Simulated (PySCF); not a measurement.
C₂H₆F₂Si, SMILES F[C@@H]([SiH2]F)C. The structure is a stationary point at PBE0-D3(BJ)/def2-SVP. The structure was generated by enumeration; whether it is a known compound was not checked. Other conformers were not sampled.

Computed equilibrium geometry at PBE0-D3(BJ)/def2-SVP (PySCF confirms it by a frequency run) as Cartesian coordinates in Å (one conformer of several):
```xyz
11

C     -1.9700     0.4972     0.5323
C     -0.8072     0.1055    -0.3529
F     -0.4471     1.1876    -1.1496
Si     0.7280    -0.4207     0.6244
F      1.8630    -0.9687    -0.4024
H     -2.3225    -0.3646     1.1195
H     -2.8088     0.8593    -0.0816
H     -1.6908     1.3021     1.2300
H     -1.1117    -0.7157    -1.0289
H      1.2801     0.7530     1.3540
H      0.3810    -1.5311     1.5571
```
